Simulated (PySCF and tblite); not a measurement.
Values are calculated unless marked as measured or tabulated.
B2BrH8P3, numbered as in [PH2:1][B@H-:2]1[PH2+:3][B@@H-:4]([Br:5])[PH2+:6]1.

Search: ETKDG and KDG, UFF, GFN2-xTB, 60 starts; geometries at GFN2-xTB. Weights use PBE0-D3(BJ)/pcSseg-1 energies plus GFN2-xTB zero-point and thermal terms (modes under about 100 cm⁻¹ blended into free rotors). Symmetry numbers and mirror images are counted. Conformers within 2.5 kcal/mol (GFN2-xTB free energy) were kept, 4 at most. Of two unlike H on one atom, a is the less shielded (PBE0/pcSseg-1). Codes: tblite and PySCF.

An NOE distance is ⟨r⁻⁶⟩^(−1/6) over all pairs of like atoms and, for the average, over conformers.

Torsions listed: H1–P1–B2–P3. The 4-ring runs over atoms 2–3–4–6. Of a mirror pair one member is shown.

| conformer | shape | weight % |
| --- | --- | --- |
| 1 | 4-ring flat; -157° | 77.4 |
| 2 | 4-ring puckered (ring torsions -21, 21, -21, 21°); 86° | 22.6 |

Question: Which H–H contacts under 3.5 Å would NOEs report (pairs on one atom left out) at 298.15 K?

Answer: 
| pair | in 1 (Å) | in 2 (Å) | average (Å) |
| --- | --- | --- | --- |
| H1 ··· H2 | 3.20 | 2.84 | 3.09 |
| H2 ··· H3a/H6a | 3.08 | 3.25 | 3.12 |
| H3a/H6a ··· H4 | 3.18 | 3.26 | 3.20 |
| H1 ··· H3b/H6b | 3.31 | 4.13 | 3.41 |

Longer pairs under the limit may be missing.

GFN2-xTB leaves a saturated small ring flat here that puckers in reality.


Conformer gaps in pcSseg-1 on xTB geometries can be 2 kcal/mol off for S=O, P=O and other polar bonds.